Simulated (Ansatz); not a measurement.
Born–Oppenheimer molecular dynamics of Cl3H3Si2 (8 atoms, charge 0, multiplicity 1). It goes on from the last frame of an earlier run, with new velocities.

Theory: RKS LDA/STO-3G in Ansatz.

- ensemble: NVE (velocity Verlet)
- time step: 0.5 fs
- steps asked: 250
- starting velocities drawn for: 400 K
- seed: 909417

First frame:

```xyz
8
Properties=species:S:1:pos:R:3
Si -0.109 -0.118 0.039
Si -0.120 0.173 2.317
H -1.438 0.516 2.645
H 0.456 -1.044 2.955
H 0.775 1.231 2.511
Cl 1.935 -0.050 -0.593
Cl -1.044 1.611 -0.753
Cl -0.786 -1.904 -0.786
```

**Question.** How far do the bonds stretch over the last three quarters of this one trajectory? (Pairs bonded in most of those frames.)

**Answer.** 
```json
{"bond": "Si1–Si2", "mean (Å)": "2.273", "spread (Å)": "0.052", "shortest": "2.21", "longest": "2.37"}
{"bond": "Si1–Cl6", "mean (Å)": "2.108", "spread (Å)": "0.026", "shortest": "2.07", "longest": "2.16"}
{"bond": "Si1–Cl7", "mean (Å)": "2.107", "spread (Å)": "0.052", "shortest": "2.02", "longest": "2.18"}
{"bond": "Si1–Cl8", "mean (Å)": "2.096", "spread (Å)": "0.035", "shortest": "2.04", "longest": "2.16"}
{"bond": "Si2–H3", "mean (Å)": "1.455", "spread (Å)": "0.045", "shortest": "1.39", "longest": "1.52"}
{"bond": "Si2–H4", "mean (Å)": "1.452", "spread (Å)": "0.023", "shortest": "1.41", "longest": "1.49"}
{"bond": "Si2–H5", "mean (Å)": "1.455", "spread (Å)": "0.046", "shortest": "1.39", "longest": "1.52"}
```

Mean temperature of the second half: 332 K. The conserved energy stayed within 0.18 meV per atom of its start (net change 0.041 meV per atom), so the integration is sound. A run of 0.12 ps of so small a system gives no equilibrium averages. Limits of this set-up: minimal basis.

The run took 5.5 min on 1 thread of Arm Neoverse V2, with other jobs on the host, peak memory 0.093 GiB.
